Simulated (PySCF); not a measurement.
Computed with B3LYP-D3(BJ)/def2-TZVP in PySCF. Gas-phase values, no solvent. One relaxed conformer stands for a flexible species; it need not be the lowest. B3LYP has the VWN-RPA correlation part, as in Gaussian. Delta-SCF ions had no search for a lower state. Excitations are Tamm–Dancoff values on a coarser integration grid. The basis has no diffuse functions, so Rydberg states are missing or too high.

Reference species (SMILES): `SB(S)S` (neutral, multiplicity 1).

```
Item                                            Value
-------------------------------------------  --------
vertical ionisation energy (Delta-SCF)        9.54 eV
S1 oscillator strength                          0.000
brightest of the four lowest singlets (TDA)   5.98 eV
LUMO                                         -0.87 eV
```

Changed species: `SB(Cl)Cl` (H–S–B–Cl torsion 0°) (1 of 3 Cl replaced by SH; the reference has 3 of 3 Cl replaced by SH).

Q: Predict the effect on the vertical ionisation energy (Delta-SCF), S1 oscillator strength, brightest of the four lowest singlets (TDA) and LUMO.

A: the vertical ionisation energy (Delta-SCF) increases by 0.97 eV, to 10.51 eV; the S1 oscillator strength hardly moves; the brightest of the four lowest singlets (TDA) rises by 0.21 eV, to 6.19 eV; the LUMO falls by 0.64 eV, to -1.51 eV.
